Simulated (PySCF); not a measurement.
In(H)2(OH) (H₃InO), SMILES [OH][InH2]. Coordinates come from a PBE-D3(BJ)/def2-TZVP optimisation. The def2 effective core potentials stand for the cores of In; spin–orbit coupling is left out.

Level of theory: PBE-D3(BJ)/def2-TZVP (PySCF 2.14.0).

Harmonic wavenumbers (cm⁻¹): 362, 417, 516, 521, 574, 792, 1765, 1814, 3723. Rotational constants (GHz): 86.20, 7.959, 7.286; symmetry number 1.

### Question
Work out the zero-point energy and the ideal-gas rigid-rotor harmonic-oscillator thermochemistry at 298.15 K and 1 atm.

### Answer
ZPE = ½ Σ hcν = ½ × 10484 cm⁻¹ = 14.99 kcal/mol. H − E(el) = 18.19 kcal/mol. Entropy in cal/(mol K): translation 40.59, rotation 21.69, vibration 3.96, total 66.24. G − E(el) = -1.56 kcal/mol. Cp = 15.16 cal/(mol K).
